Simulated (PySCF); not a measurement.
# Assignment exercise: C7H10SSi

Atoms are numbered as in `[SiH3:1][CH2:2][c:3]1[cH:4][cH:5][cH:6][c:7]([SH:8])[cH:9]1`. Hydrogens are named by the atom that carries them.

PySCF 2.14.0 with density-fitted response routines calculation with σ from GIAO-CAM-B3LYP/pcSseg-1 and PBE0-D3(BJ)/def2-SVP geometry; no relativistic terms, one conformer, equivalent nuclei averaged, isolated molecule.

Shifts are taken against calculated references (same method and geometry level): TMS for ¹³C, ¹H.

(1) Assign these signals to the numbered atoms. ¹³C{¹H} NMR (computed): δ 151.2, 147.8, 138.7, 132.7, 131.8, 131.2, 19.1.

(2) Assign these signals to the numbered atoms. ¹H NMR (600 MHz, computed): δ 7.12 (m, 1H), 6.93 (s, 1H), 6.81 (d, 1H), 6.76 (d, 1H), 3.83 (t, 3H), 3.36 (br s, 1H), 1.99 (q, 2H).

Results:

(1) 
| δ (ppm) | atoms | environment | reason |
| --- | --- | --- | --- |
| 151.2 | C3 | substituted aromatic carbon | – |
| 147.8 | C7 | aromatic carbon bearing sulfur | – |
| 138.7 | C5 | aromatic CH | the aromatic region |
| 132.7 | C9 | aromatic CH | – |
| 131.8 | C4 | aromatic CH | – |
| 131.2 | C6 | aromatic CH | – |
| 19.1 | C2 | sp3 CH2 bonded to Si, on an aromatic ring | – |

C9 and C4; C4 and C6 lie closer than the usual error of such a calculation, so a measured spectrum could show them in the other order.

(2) 
7.12 → H(C5), hydrogen on an aromatic CH: it sits in the deshielding region of the aromatic ring current
6.93 → H(C9), hydrogen on an aromatic CH
6.81 → H(C4), hydrogen on an aromatic CH
6.76 → H(C6), hydrogen on an aromatic CH
3.83 → H(Si1), hydrogen on a silicon bonded to C
3.36 → H(S8), hydrogen on a thiol sulfur: exchangeable, gas-phase position
1.99 → H(C2), hydrogen on an sp3 CH2 bonded to Si, on an aromatic ring: benzylic-type position, deshielded by the ring

H(C9) and H(C4); H(C4) and H(C6) lie closer than the usual error of such a calculation, so a measured spectrum could show them in the other order.

OH and NH positions are those of a molecule without intermolecular hydrogen bonds; in solution they move with solvent, concentration and temperature, and exchange usually removes their couplings. Shifts are as computed, not scaled to solution data. Of 1211 compounds with measured shifts, 218 miss one by over three times the rms of a fit or turn the order of signals round; such compounds aren't used in these exercises. Multiplicities follow the n + 1 count of equivalent neighbours, as no J values were calculated; m marks all less simple cases, F and P coupling included.
